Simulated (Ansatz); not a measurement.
Reaction (ligand exchange at the Si–C bond): `C[SiH](F)CN` + `N[SiH](O)O` → `C[SiH](F)N[SiH](O)O` + CH₃NH₂

Computed with Ansatz on PBE0-D4/def2-TZVP structures; ΔE is electronic, products minus reactants. CCSD(T)/CBS is the MP2 limit (def2-TZVPP, def2-QZVPP) plus CCSD(T) − MP2 in def2-TZVPP, frozen cores. This one scheme is used for every species. DFT in def2-TZVPP. B3LYP here is the variant with VWN-RPA as its local correlation; programs differ in this. One conformer a species, not always the lowest.

| level | ΔE (eV) |
| --- | --- |
| r2SCAN-D4 | -0.91 |
| PBE0-D4 | -0.87 |
| ωB97M-V | -0.90 |
| B3LYP | -0.87 |
| MP2/def2-TZVPP | -0.92 |
| SCS-MP2/def2-TZVPP | -0.93 |
| CCSD/def2-TZVPP | -0.92 |
| HF/CBS(def2) | -0.98 |

(1) What does CCSD(T)/CBS give? (Best estimate.)

Largest T1 diagnostic among the species: 0.011.

Answers

(1) Ansatz gave: -0.91 eV. The listed levels differ from it by 0.00, 0.04, 0.01, 0.04, -0.01, -0.02, -0.01, -0.07 eV.

The D4 term adds −0.05 eV with B3LYP and −0.03 eV with PBE0; it sums over pairs of atoms, weighted by their polarisabilities, and B3LYP, whose exchange is more repulsive, gets the larger term. In def2-TZVPP, CCSD(T) changes the Hartree–Fock value by +0.06 eV (the triples alone add +0.00 eV) and MP2 by +0.05 eV. From PBE to PBE0 (25 % exact exchange), in def2-TZVPP and without D4, ΔE moves by −0.04 eV.
